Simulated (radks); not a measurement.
Task: These are the eigenvalues of the occupied orbitals of an atom or ion with whole-number occupations (hartree). All-electron calculation, non-relativistic Kohn-Sham, PBE, spin-polarised, spherical densities, point nucleus. Program: a radial shooting solver on a logarithmic mesh with Libxc functionals.

orbital  eigenvalue
1s up     -279.6135
1s down   -279.5942
2s up     -35.84725
2s down   -35.70090
2p up     -31.56756
2p down   -31.44741
3s up      -6.90299
3s down    -6.56771
3p up      -5.59706
3p down    -5.26754
3d up      -3.41912

Which element is it, and in what charge state? The configuration may be excited. Open shells, if any, are filled with parallel spins first.

Result: Z = 27, cobalt, charge +5: Co5+ in [Ne] 3s2 3p5 3d5. The list shows which subshells hold electrons but not how many an open one holds; the 1s level, -279.61 hartree, gives Z - s = 23.6 by -(Z - s)^2/2, which with screening narrows Z to a few neighbours, and the depths of the outer levels then fix element, charge and occupations together.
